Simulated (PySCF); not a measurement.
SMILES [SiH3]O[SiH2][SeH] (H6OSeSi2), singlet, B3LYP/def2-SVP optimised geometry.

```
10

Si     1.44    -0.05    -0.58
O      0.02    -0.68     0.00
Si    -1.64    -0.68     0.00
Se    -2.55     1.43     0.00
H      1.64     1.34    -0.07
H      1.43    -0.02    -2.08
H      2.55    -0.92    -0.11
H     -2.08    -1.43     1.20
H     -2.16    -1.29    -1.25
H     -2.14     1.71     1.39
```

Density from B3LYP/def2-TZVP in PySCF at that geometry.

Minimum of the electron density along straight lines between bonded atoms, close to the bond critical point (lines longer than 1.1 times the sum of covalent radii, or with two minima, are not listed):

```
bond     length / Å  ρ at the minimum / e bohr⁻³  ∇²ρ there / e bohr⁻⁵  position (fraction from the first atom)
-------  ----------  ---------------------------  --------------------  ---------------------------------------
Si1–O2        1.666                        0.127                  0.75                                     0.41
O2–Si3        1.655                        0.131                  0.79                                     0.59
Si3–Se4       2.300                            ?                     ?                                     0.35
Si1–H5        1.490                        0.123                  0.14                                     0.49
Si1–H6        1.492                        0.122                  0.14                                     0.49
Si1–H7        1.488                        0.124                  0.13                                     0.49
Si3–H8        1.484                        0.125                  0.13                                     0.49
Si3–H9        1.488                        0.124                  0.13                                     0.49
Se4–H10       1.477                            ?                 -0.30                                     0.63
```

Question: Fill in the missing entries.

Answer: 
- Si3–Se4, ρ at the minimum / e bohr⁻³: 0.091
- Si3–Se4, ∇²ρ there / e bohr⁻⁵: -0.04
- Se4–H10, ρ at the minimum / e bohr⁻³: 0.172
